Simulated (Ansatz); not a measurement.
Wavefunction ladder for CH₃F₂O₂Ta, SMILES `C[O][Ta](=[O])([F])[F]`

Cartesian coordinates in Å:
```
C 0.149 1.085 -1.170
O -0.480 0.384 -0.123
Ta -0.212 -0.991 1.111
O 1.374 -1.591 0.848
F -0.314 -0.317 2.864
F -1.438 -2.385 0.803
H 1.162 0.707 -1.333
H -0.435 0.963 -2.084
H 0.193 2.145 -0.915
```

Total charge 0; spin multiplicity 1. Correlated methods include outer-core shells of Ta, which these sets cover unevenly. Ta takes the def2 core potential. The structure was optimised at the PBE0-D4/def2-TZVP level. It is one conformer, not always the lowest. Frozen core, restricted reference, Ansatz.

| basis | HF (Eh) | MP2 corr. | CCSD corr. | (T) | CCSD(T) total |
| --- | --- | --- | --- | --- | --- |
| def2-SVP | -444.53069 | -1.19105 | -1.17929 | -0.03937 | -445.74935 |
| def2-TZVPP | -445.04718 | -1.55998 | -1.53611 | -0.06622 | -446.64951 |
| def2-QZVPP | -445.06605 | -1.70764 | – | – | – |
